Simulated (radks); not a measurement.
Species: Tc. Configuration: [Kr] 4d5 5s2. Method: non-relativistic Kohn-Sham, PBE, spin-polarised, spherical densities, point nucleus; open shells are filled with parallel spins first (spin-orbit coupling, left out, can overturn this in heavy ions); relativity is left out, which matters for an element this heavy; computed with a radial shooting solver on a logarithmic mesh with Libxc functionals.

Normalised radial functions P(r) = r R(r), r in bohr:

| r | 4s down | 4p up | 4p down |
|---|---|---|---|
| 0.002429 | 0.0688 | 0.0019 | 0.0020 |
| 0.003239 | 0.0885 | 0.0034 | 0.0034 |
| 0.004355 | 0.1131 | 0.0060 | 0.0061 |
| 0.005855 | 0.1420 | 0.0105 | 0.0106 |
| 0.007872 | 0.1736 | 0.0182 | 0.0184 |
| 0.0105 | 0.2038 | 0.0306 | 0.0309 |
| 0.01412 | 0.2277 | 0.0511 | 0.0516 |
| 0.01898 | 0.2336 | 0.0830 | 0.0839 |
| 0.02531 | 0.2077 | 0.1285 | 0.1299 |
| 0.03403 | 0.1327 | 0.1915 | 0.1935 |
| 0.04576 | -0.0003 | 0.2656 | 0.2684 |
| 0.06103 | -0.1720 | 0.3305 | 0.3339 |
| 0.08205 | -0.3375 | 0.3523 | 0.3559 |
| 0.1103 | -0.3917 | 0.2760 | 0.2788 |
| 0.1483 | -0.2326 | 0.0638 | 0.0641 |
| 0.1978 | 0.1273 | -0.2407 | -0.2436 |
| 0.266 | 0.5136 | -0.5062 | -0.5117 |
| 0.3576 | 0.5811 | -0.5050 | -0.5093 |
| 0.4769 | 0.1554 | -0.1353 | -0.1338 |
| 0.6412 | -0.5700 | 0.4744 | 0.4831 |
| 0.8621 | -1.0731 | 0.9547 | 0.9623 |
| 1.15 | -1.0349 | 1.0191 | 1.0177 |
| 1.546 | -0.6258 | 0.7184 | 0.7109 |
| 2.078 | -0.2425 | 0.3427 | 0.3403 |
| 2.794 | -0.0577 | 0.1074 | 0.1095 |
| 3.727 | -0.0081 | 0.0215 | 0.0233 |
| 5.011 | -0.0005 | 0.0022 | 0.0026 |
| 6.737 | 0.0000 | 0.0001 | 0.0001 |
| 8.985 | 0.0000 | 0.0000 | 0.0000 |
| 12.08 | 0.0000 | 0.0000 | 0.0000 |

4s down: eigenvalue -67.221 eV, 3 radial nodes at r = 0.0457, 0.181, 0.510 bohr, <r> = 1.08 bohr, 90 % of the charge inside 1.58 bohr. 4p up: eigenvalue -45.826 eV, 2 radial nodes at r = 0.158, 0.512 bohr, <r> = 1.19 bohr, 90 % of the charge inside 1.76 bohr. 4p down: eigenvalue -42.364 eV, 2 radial nodes at r = 0.158, 0.511 bohr, <r> = 1.18 bohr, 90 % of the charge inside 1.75 bohr.
